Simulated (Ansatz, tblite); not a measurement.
Cost and result up the ladder for the cluster CrO3⁻ (the lowest doublet isomer of a short search) (4 atoms). The state is a doublet with charge -1. Geometry: PBE-D4/def2-TZVPD.

```xyz
4

Cr   -0.001   -0.002   -0.003
O    -1.493    0.519    0.420
O     0.523   -1.469    0.492
O     0.971    0.952   -0.908
```

Ansatz on 4 threads of Intel Xeon Platinum 8488C on a shared host; xTB runs through tblite on one thread. Times are rough, summed over both states, and most runs start from the orbitals of an earlier one. PBE0-D4/def2-TZVPD serves as the yardstick here, not as an exact answer. The other state is a singlet.

The xTB rows come from tblite. The structure comes from a short search, and lower isomers may exist.

Raw xTB energies of ions are shifted by several eV, and xTB has no spin-polarisation term.

| level | functions | wall time | vertical IE (eV) | difference from PBE0-D4/def2-TZVPD (eV) |
| --- | --- | --- | --- | --- |
| GFN1-xTB | 21 | 0.006 s | 11.32 | 7.05 |
| GFN2-xTB | 21 | 0.008 s | 10.02 | 5.74 |
| PBE-D4/def2-TZVPD | 168 | 2.2 s | 3.55 | -0.73 |
| PBE0-D4/def2-TZVPD | 168 | 3.8 s | 4.27 | 0.00 |
| r2SCAN-D4/def2-TZVPD (with forces) | 168 | 4.3 s | 3.82 | -0.45 |
